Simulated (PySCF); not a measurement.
GaBi: from constants to spectrum

UHF-SCS-MP2 constants of GaBi, ³Σ⁻ (triplet), unpaired electrons π ↑↑ (Ga def2-SVP, Bi def2-SVP with ECP60; scalar-relativistic core potentials (PySCF 2.14); masses 68.9256 and 208.9804 u):

```
ωe              : 162.5 cm⁻¹
ωexe            : 0.000333 cm⁻¹
Be              : 0.039789 cm⁻¹
αe              : 8.38e-05 cm⁻¹
D (centrifugal) : 9.55e-09 cm⁻¹
De to Ga + Bi   : 1.16 eV
```

(1) Give the vibrational terms G(v) and spacings up to v = 3.

Correlated steps freeze 13 core orbitals. Correlated levels converge slowly with the basis: in double zeta they bind strong bonds too weakly, by up to about 1 eV, and carry superposition errors of some tenths. Spin–orbit coupling is left out, which matters for elements this heavy, above all for dissociation energies. The state was picked by a PBE0 search and need not be the measured ground state.

Answers

(1) G(v) = ωe(v+½) − ωexe(v+½)².

| v | G(v) (cm⁻¹) | G(v) − G(v−1) | Bv (cm⁻¹) |
| --- | --- | --- | --- |
| 0 | 81.2 |  | 0.03975 |
| 1 | 243.7 | 162.5 | 0.03966 |
| 2 | 406.2 | 162.5 | 0.03958 |
| 3 | 568.7 | 162.5 | 0.03950 |
